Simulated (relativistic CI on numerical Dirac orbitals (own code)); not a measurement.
Computed by Dirac-Coulomb-Breit CI, orbitals from a KLI potential per configuration, QED by a radiative potential, unscaled Slater integrals (own radial code, finite nucleus).

Configurations in the expansion (outside the closed core 1s2): 2s, 2p, 3s, 3p, 3d, 4s, 4p, 4d, 4f, 5s, 5p, 5d, 5f, 5g, 6s, 6p, 6d. Levels of other configurations are missing.

At this charge energies of transitions that change n are usually good to better than 1 %, and those within a shell (Δn = 0) to a few per cent.

Outline of the computed level scheme of Pr LVII. Lowest level of each configuration: 2s 2S_1/2 at 0.00 eV; 2p 2P°_1/2 at 136.16 eV; 3s 2S_1/2 at 6699.04 eV; 3p 2P°_1/2 at 6736.39 eV; 3d 2D_3/2 at 6910.50 eV; 4s 2S_1/2 at 9005.46 eV; 4p 2P°_1/2 at 9020.70 eV; 4d 2D_3/2 at 9093.85 eV; 4f 2F°_5/2 at 9114.70 eV.

Some strong electric-dipole decays among the lowest 15 levels: 3d 2D_5/2 → 2p 2P°_3/2 (6.8e+14 s⁻¹); 3d 2D_3/2 → 2p 2P°_1/2 (6.2e+14 s⁻¹); 3p 2P°_1/2 → 2s 2S_1/2 (2.7e+14 s⁻¹); 4d 2D_5/2 → 2p 2P°_3/2 (2.2e+14 s⁻¹); 3p 2P°_3/2 → 2s 2S_1/2 (2.2e+14 s⁻¹); 4d 2D_3/2 → 2p 2P°_1/2 (2.1e+14 s⁻¹); 4f 2F°_7/2 → 3d 2D_5/2 (1.5e+14 s⁻¹); 4f 2F°_5/2 → 3d 2D_3/2 (1.4e+14 s⁻¹).
